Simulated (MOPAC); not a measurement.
A run for MOPAC: PM7 on CH7FSi (a complex).

```
PM7 1SCF PRECISE CHARGE=0 THREADS=1
CH7FSi

Si     0.12859651 1    -0.11517574 1     0.19653468 1
H      0.47176160 1    -1.52352107 1     0.48203356 1
H     -1.24484987 1     0.18356929 1     0.65977926 1
H      0.19705063 1     0.11724844 1    -1.26637512 1
H      1.08659517 1     0.79310306 1     0.86536081 1
C     -0.42566742 1     0.74093078 1     3.85549680 1
F     -0.04908617 1    -0.48777834 1     3.32002541 1
H     -1.39681214 1     1.01744077 1     3.44455845 1
H     -0.48646739 1     0.64253638 1     4.93954254 1
H      0.32388636 1     1.48429938 1     3.58345926 1
```

It printed:

```
*******************************************************************************
 **                                                                           **
 **                              MOPAC v23.2.5                                **
 **                                                                           **
 *******************************************************************************
 ** MOPAC's Digital Object Identifier: https://doi.org/10.5281/zenodo.6511958 **
 **                                                                           **
 ** Please cite the open-source release paper for use of this MOPAC version:  **
 ** J. E. Moussa and J. J. P. Stewart (2026)                                  **
 ** MOPAC: An open-source semiempirical molecular orbital program             **
 ** J. Open Source Softw., 11(119), 8025, https://doi.org/10.21105/joss.08025 **
 *******************************************************************************

                              PM7 CALCULATION RESULTS

 *******************************************************************************
 *  PM7        - The PM7 Hamiltonian to be used
 *
 *
 *
 *                 CHARGE ON SYSTEM = 0
 *
 *
 *
 *  PRECISE    - TIGHTER CRITERIA TO BE USED
 *  1SCF       - DO 1 SCF AND THEN STOP
 *  THREADS=1  - MULTI-THREADING NOT USED
 *  T=         - A TIME OF 172800.0 SECONDS REQUESTED
 *  DUMP=N     - RESTART FILE WRITTEN EVERY 7200.0 SECONDS REQUESTED
 *******************************************************************************
PM7 1SCF PRECISE CHARGE=0 THREADS=1
 CH7FSi

   ATOM   CHEMICAL          X               Y               Z
  NUMBER   SYMBOL      (ANGSTROMS)     (ANGSTROMS)     (ANGSTROMS)

     1      Si          0.12859651  *  -0.11517574  *   0.19653468  *
     2       H          0.47176160  *  -1.52352107  *   0.48203356  *
     3       H         -1.24484987  *   0.18356929  *   0.65977926  *
     4       H          0.19705063  *   0.11724844  *  -1.26637512  *
     5       H          1.08659517  *   0.79310306  *   0.86536081  *
     6       C         -0.42566742  *   0.74093078  *   3.85549680  *
     7       F         -0.04908617  *  -0.48777834  *   3.32002541  *
     8       H         -1.39681214  *   1.01744077  *   3.44455845  *
     9       H         -0.48646739  *   0.64253638  *   4.93954254  *
    10       H          0.32388636  *   1.48429938  *   3.58345926  *



          CARTESIAN COORDINATES

    NO.       ATOM           X           Y           Z

     1        Si          0.1286     -0.1152      0.1965
     2         H          0.4718     -1.5235      0.4820
     3         H         -1.2448      0.1836      0.6598
     4         H          0.1971      0.1172     -1.2664
     5         H          1.0866      0.7931      0.8654
     6         C         -0.4257      0.7409      3.8555
     7         F         -0.0491     -0.4878      3.3200
     8         H         -1.3968      1.0174      3.4446
     9         H         -0.4865      0.6425      4.9395
    10         H          0.3239      1.4843      3.5835

 General Reference for PM7:
 "Optimization of Parameters for Semiempirical Methods VI: More Modifications to the
 NDDO Approximations and Re-optimization of Parameters", J. J. P. Stewart, J. Mol. Mod., 1:32, 19 (2013)
 https://link.springer.com/article/10.1007/s00894-012-1667-x

           Empirical Formula: C H7 Si F  =    10 atoms



      MOLECULAR POINT GROUP   :   Cs


      RHF CALCULATION, NO. OF DOUBLY OCCUPIED LEVELS = 11


 -------------------------------------------------------------------------------
 PM7 1SCF PRECISE CHARGE=0 THREADS=1
 CH7FSi



     1SCF WAS SPECIFIED, SO BFGS WAS NOT USED
     SCF FIELD WAS ACHIEVED


                              PM7 CALCULATION
                                                       MOPAC v23.2.5 Linux




          FINAL HEAT OF FORMATION =        -35.24900 KCAL/MOL =    -147.48181 KJ/MOL


          COSMO AREA              =        124.96 SQUARE ANGSTROMS
          COSMO VOLUME            =        111.64 CUBIC ANGSTROMS

          IONIZATION POTENTIAL    =         12.258367 EV
          HOMO LUMO ENERGIES (EV) =        -12.258  2.596
          NO. OF FILLED LEVELS    =         11
          MOLECULAR WEIGHT        =         66.1502         POINT GROUP:  Cs

          MOLECULAR DIMENSIONS (Angstroms)

            Atom       Atom       Distance
            H     9    H     4     6.26550
            H     2    H    10     2.74418
            H     3    H     5     2.29125


          SCF CALCULATIONS        =          1





   ATOM   CHEMICAL          X               Y               Z
  NUMBER   SYMBOL      (ANGSTROMS)     (ANGSTROMS)     (ANGSTROMS)

     1      Si          0.12859651  *  -0.11517574  *   0.19653468  *
     2       H          0.47176160  *  -1.52352107  *   0.48203356  *
     3       H         -1.24484987  *   0.18356929  *   0.65977926  *
     4       H          0.19705063  *   0.11724844  *  -1.26637512  *
     5       H          1.08659517  *   0.79310306  *   0.86536081  *
     6       C         -0.42566742  *   0.74093078  *   3.85549680  *
     7       F         -0.04908617  *  -0.48777834  *   3.32002541  *
     8       H         -1.39681214  *   1.01744077  *   3.44455845  *
     9       H         -0.48646739  *   0.64253638  *   4.93954254  *
    10       H          0.32388636  *   1.48429938  *   3.58345926  *

                             CARTESIAN COORDINATES

   1   Si        0.128596510    -0.115175740     0.196534680
   2    H        0.471761600    -1.523521070     0.482033560
   3    H       -1.244849870     0.183569290     0.659779260
   4    H        0.197050630     0.117248440    -1.266375120
   5    H        1.086595170     0.793103060     0.865360810
   6    C       -0.425667420     0.740930780     3.855496800
   7    F       -0.049086170    -0.487778340     3.320025410
   8    H       -1.396812140     1.017440770     3.444558450
   9    H       -0.486467390     0.642536380     4.939542540
  10    H        0.323886360     1.484299380     3.583459260


           Empirical Formula: C H7 Si F  =    10 atoms



      MOLECULAR POINT GROUP   :   Cs


                  EIGENVALUES
 -40.25593 -24.96875 -18.49560 -16.78387 -16.72327 -15.78065 -13.38642 -13.38065
 -12.30341 -12.30273 -12.25837   2.59601   2.65037   2.70781   2.92620   5.15084
   5.15518   5.75599   8.29330  20.65896  20.67723  21.47674  21.48468  21.56768


              NET ATOMIC CHARGES AND DIPOLE CONTRIBUTIONS

  ATOM NO.   TYPE          CHARGE      No. of ELECS.   s-Pop       p-Pop       d-Pop
    1         Si          -0.021852        4.0219     0.93647     2.98894     0.09644
    2          H           0.011378        0.9886     0.98862
    3          H           0.001748        0.9983     0.99825
    4          H           0.003859        0.9961     0.99614
    5          H           0.001823        0.9982     0.99818
    6          C          -0.206634        4.2066     1.09791     3.10873
    7          F          -0.201516        7.2015     1.97269     5.22882
    8          H           0.137104        0.8629     0.86290
    9          H           0.136987        0.8630     0.86301
   10          H           0.137104        0.8629     0.86290
 DIPOLE           X         Y         Z       TOTAL
 POINT-CHG.    -0.542     1.746     0.834     2.010
 HYBRID         0.051    -0.197     0.011     0.204
 SUM           -0.490     1.549     0.844     1.831


          ATOMIC ORBITAL ELECTRON POPULATIONS

     Atom    s        px        py        pz      x^2-y^2     xz        z^2       yz        xy
    1 Si   0.93647   0.99412   1.00482   0.99000   0.02438   0.01209   0.03289   0.00989   0.01719
    2  H   0.98862
    3  H   0.99825
    4  H   0.99614
    5  H   0.99818
    6  C   1.09791   1.12653   0.88191   1.10029
    7  F   1.97269   1.93911   1.40722   1.88249
    8  H   0.86290
    9  H   0.86301
   10  H   0.86290

 **********************
 *                    *
 * JOB ENDED NORMALLY *
 *                    *
 **********************




 == MOPAC DONE ==
```

The run finished.

Cost: very roughly 0.010 core-seconds.
